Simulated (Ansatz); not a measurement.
Ansatz (a program for electronic structure) input:

Ansatz 0.2 input:
```yaml
crystal:
  periodic: [false, false, false]
  atoms:
    - {symbol: C, position_ang: [0.06567943, -0.05106793, 0.99398567]}
    - {symbol: Br, position_ang: [0.83648219, 1.31722774, -0.07339264]}
    - {symbol: Br, position_ang: [-0.84774152, -1.30847324, -0.09700491]}
basis:
  gaussian:
    orbitals: def2-TZVP
hamiltonian:
  xc: {name: r2SCAN}
relax: {f_tol: 0.003, max_steps: 100}
```

Task: Which total energy does the run end on?

Result: -5186.26643 Eh (r2SCAN/def2-TZVP). The basis has 127 functions. The run takes about 23 core-seconds (a rough figure).
